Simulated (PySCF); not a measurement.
Labels have come off several samples. The candidates:

A. SMILES FC(F)(F)[SiH]([SiH3])[SiH3]
B. SMILES Cc1cc([SiH3])nnn1
C. `C=CC/C(=C/[SiH3])C[SiH3]`

Spectrum 1. 1H NMR (400 MHz, computed): δ 4.20 (m, 1H), 3.72 (d, 6H). 13C{1H} NMR (computed): δ 143.8 (C).

Spectrum 2. 1H NMR (400 MHz, computed): δ 6.27 (m, 1H), 5.52 (q, 1H), 5.40 (m, 1H), 5.25 (m, 1H), 4.11 (d, 3H), 3.96 (t, 3H), 2.93 (d, 2H), 1.96 (q, 2H). 13C{1H} NMR (computed): δ 170.0 (C), 144.8 (CH), 121.0 (CH2), 115.9 (CH), 52.0 (CH2), 21.9 (CH2).

Spectrum 3. 1H NMR (400 MHz, computed): δ 7.56 (s, 1H), 4.62 (s, 3H), 2.87 (s, 3H). 13C{1H} NMR (computed): δ 164.8 (C), 160.9 (C), 130.4 (CH), 24.6 (CH3).

- GFN2-xTB structure
- shielding tensors at PBE0/pcSseg-1 (GIAO)
- run in PySCF
- a single conformation, non-relativistic, rapidly exchanging positions averaged, no solvent model

Shifts are taken against calculated references (same method and geometry level): 1H (31.72 ppm) and 13C (186.93 ppm) vs TMS. Splittings of carbon signals by F and P are missing where no couplings were computed. Where no couplings were computed, multiplicities follow the n + 1 count of equivalent neighbours, and m marks all less simple cases (inequivalent or close neighbours, rings, F or P nearby). Shifts are as computed. Against solution values, carbons near 30 ppm lie about +3 ppm off and those near 130 ppm about +5 ppm. Of 1211 compounds with measured shifts, 218 miss one by over three times the rms of a fit or turn the order of signals round; such compounds aren't used in these exercises.

Which spectrum belongs to which compound?

Answers

1–A, 2–C, 3–B.

- Spectrum 1 (A): a single 13C signal, at 143.8 ppm (CF3 carbon); δH 4.20 is the hydrogen on a silicon bonded to C, 2 Si; δH 3.72 is the hydrogen on a silicon bonded to Si.
- Spectrum 2 (C): 6 13C signals; δC 144.8 is an alkene CH; δC 121.0 is a terminal =CH2 carbon.
- Spectrum 3 (B): 4 13C signals; δC 130.4 is an aromatic CH; δC 24.6 is a methyl carbon on an aromatic ring.
